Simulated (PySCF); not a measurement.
**H₂TeS: one-bond stretch**

These are results of PySCF, PBE0, basis Te def2-TZVP with ECP28, S def2-TZVP, H def2-TZVP (scalar-relativistic core potentials, no spin–orbit coupling, density fitting), not measurements.

Rigid scan from the singlet minimum (Te–H 1.692 Å (×2), Te–S 2.244 Å; H–Te–H 86.5°, H–Te–S 104.9° (×2)). Coordinate: the bond from Te to the last atom (H) scaled, the rest fixed. Energies in kJ/mol from the minimum.

(1) Predict the curve at 0.92, 0.96, 1.00, 1.05, 1.12, 1.20, 1.35, 1.55, 1.80, 2.20.

## Answers

(1) 
```tsv
scale of one bond	E (kJ/mol)	dipole size (D)
0.92	15.6	4.28
0.96	3.5	4.21
1.00	0.0	4.13
1.05	4.3	4.01
1.12	21.0	3.84
1.20	48.5	3.63
1.35	107.6	3.25
1.55	181.6	–
1.80	254.0	–
2.20	326.6	–
```

At long bonds a restricted determinant can lie too high, and another spin state can fall below this curve.
